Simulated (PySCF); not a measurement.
**Electron correlation in Eu³²⁺ (europium, charge +32)**

Starting occupation: [Ar] 3d10 4s2 4p1, 4p3/2 with m_j = +3/2. Computed with PySCF 2.14 in an even-tempered Gaussian basis (17 s from 3.1 bohr⁻², ratio 2.8; 13 p from 4.1 bohr⁻², ratio 2.8; 8 d from 7.2 bohr⁻², ratio 2.8; 4 f from 18 bohr⁻², ratio 3), with X2C-1e with screened-nucleus spin-orbit coupling, Gaussian nucleus. Frozen: [Ne]; 21 electrons correlated; the 74 highest virtual spinors left out.

MP2 pair energies summed by pair of shells (mhartree):

```csv
pair,energy,share (%)
3d3/2-3d5/2,-185.63,21.7
3d5/2-3d5/2,-130.33,15.3
3d5/2-3p3/2,-61.25,7.2
3d3/2-3d3/2,-56.36,6.6
3d5/2-4s1/2,-44.86,5.3
3d3/2-3p3/2,-41.65,4.9
4s1/2-4s1/2,-40.50,4.7
4p3/2-4s1/2,-36.66,4.3
3d5/2-3p1/2,-32.31,3.8
3d3/2-4s1/2,-29.53,3.5
3p1/2-3p3/2,-23.88,2.8
3p3/2-3p3/2,-22.73,2.7
3d5/2-3s1/2,-22.13,2.6
3d3/2-3p1/2,-21.08,2.5
3d5/2-4p3/2,-16.92,2.0
3d3/2-3s1/2,-14.97,1.8
3p3/2-4s1/2,-14.79,1.7
3p3/2-3s1/2,-11.15,1.3
3d3/2-4p3/2,-11.12,1.3
3p1/2-4s1/2,-6.62,0.8
3p3/2-4p3/2,-6.18,0.7
3p1/2-3p1/2,-6.06,0.7
3p1/2-3s1/2,-6.05,0.7
3s1/2-3s1/2,-3.48,0.4
3s1/2-4s1/2,-3.35,0.4
3p1/2-4p3/2,-3.14,0.4
3s1/2-4p3/2,-1.53,0.2
```

Total MP2 correlation energy: -854.28 mhartree.

At this charge the one-electron X2C treatment keeps the bare 1/r₁₂, with no two-electron picture change or Breit term. The effect here is smaller than on the frozen 1s shell.
